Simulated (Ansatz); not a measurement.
`O[SiH2][SiH]([SiH3])Cl`. Charge 0, multiplicity 1.

```xyz
12

O    -2.344   -1.625    0.953
Si   -0.719   -1.470    0.721
Si   -0.224    0.771    0.221
Si    1.818    1.132   -0.861
Cl   -1.759    1.325   -1.083
H    -2.910   -1.156    0.336
H    -0.059   -1.920    1.972
H    -0.233   -2.311   -0.410
H    -0.345    1.655    1.412
H     1.975    2.567   -1.214
H     1.874    0.307   -2.095
H     2.926    0.725    0.047
```

Q: Give the diagnostics of a CCSD(T)/def2-TZVPP run (frozen core, Ansatz). (An estimate is asked.)

A: Computed: T1 = 0.0122, largest single amplitude 0.015, largest double 0.018, (T) share of the correlation energy 3.6 %, 10 CCSD cycles. The RHF solution is stable towards an unrestricted one. T1 lies under the customary mark of 0.02 for closed shells.
